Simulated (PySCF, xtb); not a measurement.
BrFH₃NOSi, SMILES N[Si](O)(F)Br.

GFN2-xTB run with xtb at its own geometry gives an orbital gap of 7.23 eV and a dipole moment of 6.24 D.

Geometry: PBE0-D3(BJ)/def2-SVP. The structure was generated by enumeration, and PubChem lists no compound with its InChIKey, so it may never have been made. One conformer was computed; it need not be the lowest.

Problem. What does PBE0/def2-TZVP (PySCF) give? (An estimate is asked for; the answer gives what the named calculation found.)

Solution. gap 8.33 eV (levels -8.11 and 0.22 eV), dipole 3.14 D.
